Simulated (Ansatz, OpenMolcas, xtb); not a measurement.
**A ladder of methods for CH3BFN (SMILES BN=CF)**

CH3BFN: 7 atoms, total charge 0, spin state singlet. As SMILES, `BN=CF`. The coordinates come from a PBE0-D4/def2-TZVP relaxation.

Each level gives the vertical electron affinity (to the doublet anion) (eV). The values are calculated.

The electron affinity is E(neutral) − E(anion): positive where the electron is bound.

```json
{"level": "GFN2-xTB", "kind": "semi-empirical", "program": "xtb", "value (eV)": "2.81", "less CCSD(T)/aug-cc-pVDZ": "+3.45", "CPU time (all runs)": "under 2 s"}
{"level": "HF/aug-cc-pVDZ", "kind": "Hartree–Fock", "program": "Ansatz", "value (eV)": "-0.85", "less CCSD(T)/aug-cc-pVDZ": "-0.21", "CPU time (all runs)": "44 s"}
{"level": "SVWN5/aug-cc-pVDZ", "kind": "LDA", "program": "OpenMolcas", "value (eV)": "-0.24", "less CCSD(T)/aug-cc-pVDZ": "+0.40", "CPU time (all runs)": "2.4 min"}
{"level": "PBE/aug-cc-pVDZ", "kind": "GGA", "program": "OpenMolcas", "value (eV)": "-0.31", "less CCSD(T)/aug-cc-pVDZ": "+0.33", "CPU time (all runs)": "3.4 min"}
{"level": "TPSS/aug-cc-pVDZ", "kind": "meta-GGA", "program": "OpenMolcas", "value (eV)": "-0.45", "less CCSD(T)/aug-cc-pVDZ": "+0.19", "CPU time (all runs)": "6.9 min"}
{"level": "B3LYP/aug-cc-pVDZ", "kind": "global hybrid", "program": "OpenMolcas", "value (eV)": "-0.41", "less CCSD(T)/aug-cc-pVDZ": "+0.23", "CPU time (all runs)": "3.7 min"}
{"level": "CAM-B3LYP/aug-cc-pVDZ", "kind": "range-separated hybrid", "program": "Ansatz", "value (eV)": "-0.57", "less CCSD(T)/aug-cc-pVDZ": "+0.07", "CPU time (all runs)": "65 s"}
{"level": "MP2/aug-cc-pVDZ", "kind": "perturbation theory", "program": "Ansatz", "value (eV)": "-0.71", "less CCSD(T)/aug-cc-pVDZ": "-0.07", "CPU time (all runs)": "37 s"}
{"level": "CCSD(T)/aug-cc-pVDZ", "kind": "coupled cluster or CI", "program": "Ansatz", "value (eV)": "-0.64", "less CCSD(T)/aug-cc-pVDZ": "0.00", "CPU time (all runs)": "4.4 min"}
```

CCSD(T)/aug-cc-pVDZ is the highest level here, not the true value. Where it was recorded, the anion's HOMO is positive in HF/aug-cc-pVDZ, SVWN5/aug-cc-pVDZ, PBE/aug-cc-pVDZ, TPSS/aug-cc-pVDZ, B3LYP/aug-cc-pVDZ, CAM-B3LYP/aug-cc-pVDZ: a fault of the level (basis or self-interaction), which says nothing on whether the real anion is bound. The values span -0.85 to 2.81 eV. The xTB values lack the empirical shift that such differences need. Negative values mean that the anion is unbound at that level; they are set by how diffuse the basis is and aren't properties of the molecule, whose anion may well be bound. CPU times are rough (shared hosts, several kinds of processor and program).
